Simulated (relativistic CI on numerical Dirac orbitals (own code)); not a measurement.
Radial Dirac CI calculation of La³⁺.

Command:

```sh
python run_levels.py task.json out
```

Input:

```
atom La  Z=57  charge=3  electrons=54
nucleus A=139  rms_radius_fm=4.8550
hamiltonian dirac-coulomb  breit=on  qed=on  c_scale=1
orbitals kli  potential=per-configuration
slater_scale 1
correlation none
mixing on
grid step=0.0125 r_max=50.3
scf mixing=1.8 start=green max_iterations=65 tolerance=2e-08 node_fill=0.05
configurations
  [Kr] 4d10 5s2 5p6
  [Kr] 4d10 5s2 5p5 5d
  [Kr] 4d10 4f2 5s2 5p4
  [Kr] 4d10 5s2 5p4 5d2
  [Kr] 4d10 4f 5s2 5p5
end
```

Output:

```
SCF 1: [Kr] 4d10 5s2 5p6
 iter      energy (Ha)   residual   last orbital (Ha)
    1     -8475.701971   1.99e+00     -2.55571
    2     -8374.706733   6.41e+00     -1.01251
    3     -8490.400615   5.87e-01     -2.47371
    4     -8492.230971   2.70e-01     -2.03461
    5     -8492.377953   1.44e-01     -1.94207
    6     -8492.402726   7.75e-02     -1.74021
    7     -8492.419632   4.95e-03     -1.81831
    8     -8492.419387   2.39e-03     -1.81116
    9     -8492.419492   1.22e-04     -1.81327
   10     -8492.419498   2.51e-05     -1.81341
   11     -8492.419497   7.08e-07     -1.81338
   12     -8492.419497   1.51e-08     -1.81338
SCF 2: [Kr] 4d10 5s2 5p5 5d
 iter      energy (Ha)   residual   last orbital (Ha)
    1     -8475.108343   1.98e+00     -1.50377
    2     -8378.688014   6.29e+00     -0.56083
    3     -8489.670047   5.68e-01     -1.47201
    4     -8491.436241   2.60e-01     -1.16562
    5     -8491.579303   1.34e-01     -1.10445
    6     -8491.604939   5.81e-02     -0.99433
    7     -8491.615127   2.47e-03     -1.03181
    8     -8491.615020   7.54e-04     -1.03001
    9     -8491.615051   9.71e-05     -1.03056
   10     -8491.615046   4.03e-06     -1.03050
   11     -8491.615047   1.49e-07     -1.03050
   12     -8491.615047   2.09e-08     -1.03050
   13     -8491.615047   1.08e-09     -1.03050
SCF 3: [Kr] 4d10 4f2 5s2 5p4
 iter      energy (Ha)   residual   last orbital (Ha)
    1     -8470.591411   2.20e+00     -2.55571
    2     -8316.703196   8.36e+00     -0.88105
    3     -8487.338633   8.15e-01     -2.65161
    4     -8490.553513   3.82e-01     -2.10336
    5     -8490.742454   2.47e-01     -2.00304
    6     -8490.757555   2.15e-01     -1.95665
    7     -8490.827520   6.08e-02     -1.83080
    8     -8490.827523   6.07e-02     -1.83051
    9     -8490.827996   3.09e-03     -1.75992
   10     -8490.828328   2.91e-03     -1.75761
   11     -8490.828329   4.00e-04     -1.75288
   12     -8490.828239   1.70e-04     -1.75267
   13     -8490.828263   1.50e-05     -1.75266
   14     -8490.828265   7.03e-06     -1.75266
   15     -8490.828264   5.58e-07     -1.75266
   16     -8490.828263   2.16e-07     -1.75266
   17     -8490.828264   4.32e-08     -1.75266
   18     -8490.828264   6.70e-09     -1.75266
SCF 4: [Kr] 4d10 5s2 5p4 5d2
 iter      energy (Ha)   residual   last orbital (Ha)
    1     -8474.469720   1.97e+00     -1.50377
    2     -8384.630252   6.12e+00     -0.58149
    3     -8488.927651   5.55e-01     -1.47780
    4     -8490.618483   2.34e-01     -1.17414
    5     -8490.740324   1.19e-01     -1.12237
    6     -8490.766459   2.18e-02     -1.03904
    7     -8490.768633   3.59e-03     -1.05816
    8     -8490.768527   8.54e-05     -1.05635
    9     -8490.768522   6.93e-05     -1.05648
   10     -8490.768519   2.48e-06     -1.05644
   11     -8490.768519   2.92e-07     -1.05644
   12     -8490.768519   5.00e-09     -1.05644
SCF 5: [Kr] 4d10 4f 5s2 5p5
 iter      energy (Ha)   residual   last orbital (Ha)
    1     -8473.294920   2.10e+00     -2.55571
    2     -8344.260025   7.38e+00     -0.94833
    3     -8488.927142   7.08e-01     -2.57059
    4     -8491.450817   3.38e-01     -2.12582
    5     -8491.599854   2.06e-01     -2.01852
    6     -8491.608840   1.74e-01     -1.97142
    7     -8491.658065   5.47e-02     -1.88226
    8     -8491.657633   5.69e-02     -1.88058
    9     -8491.658373   4.17e-03     -1.81633
   10     -8491.658998   4.57e-03     -1.82508
   11     -8491.658873   2.37e-04     -1.81765
   12     -8491.658901   5.37e-05     -1.81761
   13     -8491.658905   2.68e-05     -1.81759
   14     -8491.658900   2.48e-05     -1.81760
   15     -8491.658903   1.10e-05     -1.81760
   16     -8491.658902   5.60e-06     -1.81760
   17     -8491.658902   8.51e-07     -1.81760
   18     -8491.658902   2.00e-07     -1.81760
   19     -8491.658902   8.24e-08     -1.81760
   20     -8491.658902   2.16e-08     -1.81760
   21     -8491.658902   2.41e-09     -1.81760
orbital energies (Ha): 4s -10.8191  4p1/2 -8.8182  4p3/2 -8.1954  4d3/2 -4.9179  4d5/2 -4.8100  5s -2.4565  5p1/2 -1.9079  5p3/2 -1.8134
configuration averages (Ha): Dirac-Coulomb, Breit, QED
  5p6                          -8492.419497    6.961117    4.639341
  5p5 5d                       -8491.615047    6.959662    4.639330
  5p4 4f2                      -8490.828264    6.952302    4.638617
  5p4 5d2                      -8490.768519    6.958117    4.639310
  5p5 4f                       -8491.658902    6.956380    4.638940
levels: no., configuration, term, J, E (cm-1), weight
   1 5p6                    1S   0                0.0  0.97
   2 5p5 4f                 3D   1           163069.1  0.99
   3 5p5 4f                 3D   2           165755.7  0.92
   4 5p5 4f                 3G   5           168496.8  0.99
   5 5p5 4f                 3G   4           169280.2  0.68
   6 5p5 5d                 3P*  0           169656.0  1.00
   7 5p5 4f                 3D   3           169966.0  0.78
   8 5p5 5d                 3P*  1           172228.9  0.95
   9 5p5 4f                 3G   3           173929.3  0.54
  10 5p5 5d                 3P*  2           177246.0  0.82
  11 5p5 4f                 3F   4           177406.4  0.50
  12 5p5 5d                 3F*  4           178369.3  1.00
  13 5p5 5d                 3F*  3           180696.3  0.77
  14 5p5 4f                 3F   2           181734.5  0.55
lowest total energy -8480.893534 Ha
end: converged
```

Against the reference input this run has: SCF mixing 1.8. The reference run ends at -8480.893534 Ha with Breit and QED terms. The iteration limit was 65 against 150. The change (SCF mixing 1.8) leaves the energy and the levels as they were.

With so few configurations and no correlation, terms lie too far apart (by 10 to 50 % or more near neutrality), their order can be wrong, and levels of other configurations are missing. Levels that differ in their count of f electrons can be misplaced by tens of thousands of cm⁻¹.

Run time about 0.48 s of CPU on one thread of Neoverse-V2 (shared host).
